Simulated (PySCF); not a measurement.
C₆H₈OS, SMILES c1(O)sc(CC)cc1, GFN2-xTB optimised geometry.

```
16

C     -1.77     2.71    -0.06
C     -1.89     1.19     0.00
C     -0.57     0.50     0.00
C      0.69     1.00     0.00
C      1.71     0.01     0.00
C      1.21    -1.25     0.00
O      1.92    -2.40     0.00
S     -0.53    -1.25     0.00
H     -1.24     3.01    -0.96
H     -2.76     3.16    -0.07
H     -1.23     3.08     0.81
H     -2.48     0.84    -0.85
H     -2.44     0.91     0.90
H      0.91     2.05     0.00
H      2.76     0.23     0.00
H      1.33    -3.16     0.00
```

Density from CAM-B3LYP/def2-TZVP in PySCF at that geometry.

Minimum of the electron density along straight lines between bonded atoms, close to the bond critical point (lines longer than 1.1 times the sum of covalent radii, or with two minima, are not listed):

```json
[
 {"bond": "C1–C2", "length / Å": "1.524", "ρ at the minimum / e bohr⁻³": "(withheld)", "∇²ρ there / e bohr⁻⁵": "-0.62", "position (fraction from the first atom)": "0.50"},
 {"bond": "C2–C3", "length / Å": "1.493", "ρ at the minimum / e bohr⁻³": "0.263", "∇²ρ there / e bohr⁻⁵": "(withheld)", "position (fraction from the first atom)": "0.48"},
 {"bond": "C3–C4", "length / Å": "1.354", "ρ at the minimum / e bohr⁻³": "0.339", "∇²ρ there / e bohr⁻⁵": "-1.00", "position (fraction from the first atom)": "0.51"},
 {"bond": "C4–C5", "length / Å": "1.418", "ρ at the minimum / e bohr⁻³": "0.302", "∇²ρ there / e bohr⁻⁵": "-0.87", "position (fraction from the first atom)": "0.50"},
 {"bond": "C5–C6", "length / Å": "1.356", "ρ at the minimum / e bohr⁻³": "0.339", "∇²ρ there / e bohr⁻⁵": "-1.01", "position (fraction from the first atom)": "0.47"},
 {"bond": "C6–O7", "length / Å": "1.350", "ρ at the minimum / e bohr⁻³": "0.302", "∇²ρ there / e bohr⁻⁵": "-0.64", "position (fraction from the first atom)": "0.34"},
 {"bond": "C3–S8", "length / Å": "1.747", "ρ at the minimum / e bohr⁻³": "0.208", "∇²ρ there / e bohr⁻⁵": "-0.40", "position (fraction from the first atom)": "0.47"},
 {"bond": "C6–S8", "length / Å": "1.744", "ρ at the minimum / e bohr⁻³": "0.211", "∇²ρ there / e bohr⁻⁵": "(withheld)", "position (fraction from the first atom)": "0.49"},
 {"bond": "C1–H9", "length / Å": "1.087", "ρ at the minimum / e bohr⁻³": "0.281", "∇²ρ there / e bohr⁻⁵": "-0.97", "position (fraction from the first atom)": "0.64"},
 {"bond": "C1–H10", "length / Å": "1.087", "ρ at the minimum / e bohr⁻³": "0.281", "∇²ρ there / e bohr⁻⁵": "-0.97", "position (fraction from the first atom)": "0.64"},
 {"bond": "C1–H11", "length / Å": "1.087", "ρ at the minimum / e bohr⁻³": "0.281", "∇²ρ there / e bohr⁻⁵": "-0.97", "position (fraction from the first atom)": "0.64"},
 {"bond": "C2–H12", "length / Å": "1.095", "ρ at the minimum / e bohr⁻³": "0.279", "∇²ρ there / e bohr⁻⁵": "-0.96", "position (fraction from the first atom)": "0.64"},
 {"bond": "C2–H13", "length / Å": "1.095", "ρ at the minimum / e bohr⁻³": "0.278", "∇²ρ there / e bohr⁻⁵": "-0.96", "position (fraction from the first atom)": "0.64"},
 {"bond": "C4–H14", "length / Å": "1.074", "ρ at the minimum / e bohr⁻³": "0.290", "∇²ρ there / e bohr⁻⁵": "-1.05", "position (fraction from the first atom)": "0.65"},
 {"bond": "C5–H15", "length / Å": "1.074", "ρ at the minimum / e bohr⁻³": "0.289", "∇²ρ there / e bohr⁻⁵": "-1.04", "position (fraction from the first atom)": "0.65"},
 {"bond": "O7–H16", "length / Å": "0.963", "ρ at the minimum / e bohr⁻³": "0.358", "∇²ρ there / e bohr⁻⁵": "-2.46", "position (fraction from the first atom)": "0.81"}
]
```

Fill in the missing entries.


- C1–C2, ρ at the minimum / e bohr⁻³: 0.247
- C2–C3, ∇²ρ there / e bohr⁻⁵: -0.70
- C6–S8, ∇²ρ there / e bohr⁻⁵: -0.43
